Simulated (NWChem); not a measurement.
# SiHOI, singlet; SMILES [Si](I)O

```xyz
4

Si     0.6686     1.5701     0.0000
I     -0.0360    -0.8225     0.0000
O     -0.8303     2.2939     0.0000
H     -0.8107     3.2597     0.0000
```
Atoms are numbered in this order, from 1.

Low-valent species are run as closed-shell singlets; no triplet was tried in these runs. Structure relaxed at the PBE0/def2-SVP level. def2 effective core potentials on I; no spin-orbit coupling.

Symmetry labels are those of Cs in the frame above (b1 and b2, or b-type labels, depend on it).

Task: List the 6 lowest vertical singlet excitations from PBE/def2-SVPD with def2 effective core potentials on I, TDA (NWChem).

Result: 
```
state  energy (eV)  oscillator strength  symmetry  leading excitation (squared amplitude)
-----  -----------  -------------------  --------  --------------------------------------
S1            3.34                0.005        a"                      HOMO → LUMO (0.60)
S2            3.82                0.018        a"                    HOMO−1 → LUMO (0.60)
S3            4.14                0.017        a'                    HOMO−2 → LUMO (0.86)
S4            5.25                0.073        a'                  HOMO−1 → LUMO+1 (0.40)
S5            5.47                0.044        a'                  HOMO−1 → LUMO+1 (0.49)
S6            5.48                0.002        a"                  HOMO−2 → LUMO+1 (0.98)
```
